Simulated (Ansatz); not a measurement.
A structure relaxed at PBE-D4/def2-SVPD in Ansatz, charge -1, singlet:

Cartesian coordinates in Å:
```
Cl 0.025 -2.745 -0.695
Cl -0.068 3.214 -0.438
Cl 0.068 1.267 2.868
N -0.060 0.303 -1.765
N -1.596 -0.300 0.724
N 1.648 -0.245 0.623
Zn -0.006 1.060 0.377
H 0.737 0.654 -2.302
H -0.902 0.625 -2.251
H -0.042 -0.738 -1.745
H -2.529 -0.102 0.351
H -1.643 -0.309 1.752
H -1.281 -1.232 0.372
H 2.548 -0.015 0.193
H 1.343 -1.187 0.291
H 1.759 -0.251 1.646
```

(1) Give its formula and point group.

(2) Summarise the bond lengths by kind (pairs closer than 1.2 times the sum of covalent radii, bridged metal pairs left out).

## Answers

(1) ZnN₃Cl₃H₉⁻. Point group Cs (tolerance 0.1 Å).

(2) 3 × N–Zn 2.12 to 2.27 Å; 2 × Cl–Zn 2.30 to 2.50 Å; 9 × H–N 1.02 to 1.04 Å. The metal has 5 neighbours: Cl 2.30 Å, Cl 2.50 Å, N 2.27 Å, N 2.12 Å, N 2.12 Å.

In the singlet geometry the species has come apart into loosely held pieces.
